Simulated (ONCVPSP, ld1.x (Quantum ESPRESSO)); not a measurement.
## Potentials for Mn (Z = 25) compared

Generated with ld1.x 7.5 (TM, RRKJ, ultrasoft, PAW), atompaw 4.2 or ONCVPSP 4.0.1. The cutoff is in Ry: for ld1.x and atompaw files where the sum of valence levels is converged to 10 mRy in a Bessel basis, for ONCV files where the hardest occupied wave has 1 mHa per electron of residual kinetic energy. The error is the largest all-electron minus pseudo excitation energy over each file’s own four to seven test configurations (ionisations up to +4, promotions, holes and added fractions of an electron), all of which were solved. The labels leave out finer settings (local radius, basis sizes, second energies), which also bear on the numbers. Spin-polarised tests are not counted. The rows are a selection from randomly drawn settings: files with unsolved tests, undetermined cutoffs or missed reference levels are left out.

A true bound ghost makes a file unfit for plane-wave use even where its test errors are small: the radial tests pick states by their node count and pass the ghost by.

| potential | cutoff (Ry) | largest error (meV) | bound ghosts |
| --- | --- | --- | --- |
| PAW, PBE, scalar-relativistic, rc 2.50/1.35/2.20 (spd), local smoothed, core correction yes, reference 3p6 3d5 4s2 4p0 | 45 | -55 | s |
| TM semilocal, LDA (PZ), scalar-relativistic, rc 2.55/2.05/0.85 (spd), local s, core correction yes, reference 3d5 4s1.5 4p0 | 230 | -1539 | none |
| ONCV, PBE, scalar-relativistic, rc 1.15/1.10/1.40 (spd), local smoothed, core correction no, reference 3s2 3p6 3d5 4s1, qcut 8.9/10.9/10.3, projectors 2/2/3 | 85 | +45 | none |
| ultrasoft, PBE, scalar-relativistic, rc 2.45/1.40/1.60 (spd), local smoothed, core correction no, reference 3p6 3d6 4s1 4p0 | 45 | -81 | s |
| ONCV, PBEsol, non-relativistic, rc 1.15/1.20/0.95 (spd), local d, core correction no, reference 3s2 3p6 3d5 4s2, qcut 8.9/13.5/9.2, projectors 2/2/0 | 653 | -9.9 | s |
| ONCV, PBEsol, scalar-relativistic, rc 1.20/1.55/1.00 (spd), local smoothed, core correction no, reference 3s2 3p6 3d5 4s1 4p1, qcut 8.3/9/8.1, projectors 2/2/3 | 474 | +16 | d |
| ONCV, PBE, scalar-relativistic, rc 2.30/1.35/1.10 (spd), local smoothed, core correction yes, reference 3p6 3d5.5 4s1.5, qcut 2.5/12.4/17.2, projectors 2/2/2 | 178 | -93 | s |
| ONCV, LDA (Perdew-Zunger), fully relativistic, rc 2.10/1.65/1.50 (spd), local smoothed, core correction yes, reference 3p6 3d5 4s1 4p1, qcut 2.9/6.7/10.5, projectors 2/2/2 | 85 | +7.6 | none |

Q: Fill in the row for Mn: ONCV, PBE, scalar-relativistic, rc 1.10/1.25/1.15 (spd), local smoothed, core correction no, reference 3s2 3p6 3d5 4s1 4p1, qcut 11.8/12.5/12.2, projectors 2/2/3.

A: cutoff 119 Ry, largest error +13 meV, bound ghosts: none.
